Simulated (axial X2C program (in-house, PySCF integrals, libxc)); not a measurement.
Working with the constants of LiK

A bond curve at the CCSD(T) level, two-component, was computed with an axial X2C code built on PySCF integrals (basis K dyall-cv3z [11s12p6d3f], Li dyall-cv3z [7s8p2d] (cores contracted in-house)) for the state Ω = 0 (closed shell). Its fit gives Re = 3.3359 Å, ωe = 211.4 cm⁻¹, ωexe = 1.23 cm⁻¹ and αe = 1.866e-03 cm⁻¹; the masses are 38.9637 and 7.0160 u. Two-component means X2C with spin–orbit coupling and atomic mean-field Coulomb and Gaunt terms.

Correlated methods: 10 electrons correlated (number of frozen shells: K 2 s, 1 p; Li 1 s), 212 virtual spin orbitals or spinors in MP2, 90 natural virtuals in coupled cluster.

**Question.** Find the reduced mass, Be and the force constant.

**Answer.** From the CCSD(T) values: μ = 5.9454 u. Be = 16.8576/(μ Re²) = 0.2548 cm⁻¹. k = 5.8918×10⁻⁷ μ ωe² = 0.157 mdyn/Å.

**Question.** Give B0, the J = 1←0 line in GHz and the most populated J at 300 K (kT = 208.5 cm⁻¹).

**Answer.** B0 = Be − αe/2 = 0.2539 cm⁻¹; 2B0 = 15.22 GHz; J(max) ≈ √(kT/2B0) − 1/2 = 19.8, so J = 20.

**Question.** Estimate the centrifugal constant by the Kratzer relation.

**Answer.** D = 4Be³/ωe² = 1.48e-06 cm⁻¹.

**Question.** A Morse curve ties αe to the other constants (Pekeris). How well does that hold?

**Answer.** αe(Morse) = 6Be²/ωe × (√(ωexe/Be) − 1) = 2.206e-03 cm⁻¹; the CCSD(T) curve gives 1.866e-03 cm⁻¹, a ratio of 1.18.

**Question.** Estimate De from a Morse curve and compare with the computed well depth of 0.752 eV to K + Li.

**Answer.** De(Morse) = ωe²/(4ωexe) = 1.126 eV against 0.752 eV computed, a ratio of 1.50. The extrapolation overshoots: the well softens faster than a Morse curve, or the lowest atomic limit lies below the one to which the curve heads.

The state is a single determinant with fixed occupations, the lowest that a limited PBE0 search found. Dissociation energies refer to the lowest single-determinant-based atoms at the same level and basis. CCSD and (T) use frozen natural virtuals with an MP2 correction for the truncation; (T) itself is uncorrected, so its De runs slightly low.
